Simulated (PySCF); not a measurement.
Compound: C5H8FN3.
Structure used (GFN2-xTB), in Å, numbered top down from 1:
```xyz
17
C5H8FN3 angstrom
C     -1.5722   -1.2644   -0.5139
C     -1.0238   -0.4646    0.6709
C     -0.1722    0.6613    0.2104
C     -0.4684    1.9725   -0.1252
F     -1.6571    2.5648   -0.0672
N      0.6399    2.6020   -0.5260
N      1.6121    1.7689   -0.4658
N      1.1611    0.5986   -0.0320
C      2.0505   -0.5108    0.1411
H     -2.1866   -2.0860   -0.1558
H     -0.7636   -1.6737   -1.1157
H     -2.1828   -0.6259   -1.1475
H     -1.8574   -0.0550    1.2445
H     -0.4440   -1.1199    1.3250
H      1.7545   -1.3460   -0.4948
H      3.0455   -0.1727   -0.1403
H      2.0576   -0.8372    1.1824
```

Method used: TDDFT CAM-B3LYP/def2-SVPD, vertical, gas phase, core orbitals frozen in the response in PySCF.

Computed states:

```
state  E (eV)       f
   S1    5.94  0.0082
   S2    6.33   0.182
   S3    6.72  0.0071
   S4    7.27   0.043
   S5    7.51  0.0007
   S6    7.71  0.0061
   S7    7.77  0.0097
   S8    7.88  0.0084
```

Broadening: Gaussians 0.4 eV wide at half height, area fixed by f = 4.319×10⁻⁹ ∫ε dν̃. The width is an assumption, not a result. The curve ends short of the highest state used, and states not computed would add to its high-energy end.

(1) What does the envelope look like, and where are its maxima?

(2) On this curve, what absorbance would a 10⁻⁵ mol/L sample give at 193 nm over a 1 cm path?

(3) Coming from long wavelengths, where does ε first pass 100 L mol⁻¹ cm⁻¹?

Results:

(1) 
```csv
λ (nm),ε (L mol⁻¹ cm⁻¹)
170.4,2966
172.2,2678
173.9,2062
175.7,1353
177.5,834
179.2,600
181.0,604
182.8,858
184.6,1446
186.3,2470
188.1,4199
189.9,6539
191.6,8959
193.4,11122
195.2,12245
197.0,12008
198.7,10665
200.5,8532
202.3,6246
204.0,4357
205.8,2843
207.6,1829
209.4,1200
211.1,833
212.9,583
214.7,410
216.4,288
218.2,190
220.0,119
221.8,71
223.5,41
225.3,22
227.1,11
228.8,5
230.6,2
232.4,1
```

Maxima: 196 nm (6.33 eV), ε about 12000, made up of S2 (99%) (ε in L mol⁻¹ cm⁻¹; maxima over ε = 5, shares over 10%). At its high-energy end, 7.28 eV, the curve is still rising (ε about 3000, from S4).

(2) 193 nm is 6.424 eV, where ε is about 11000 L mol⁻¹ cm⁻¹, so A = ε c l ≈ 0.11 (Beer–Lambert, with the gas-phase spectrum and the assumed width).

(3) At about 221 nm (5.62 eV), 0.32 eV below S1.

Cost: about 2.6 min of CPU time on one thread; the machine was shared, so the figure is rough.

One conformer stands for the species.
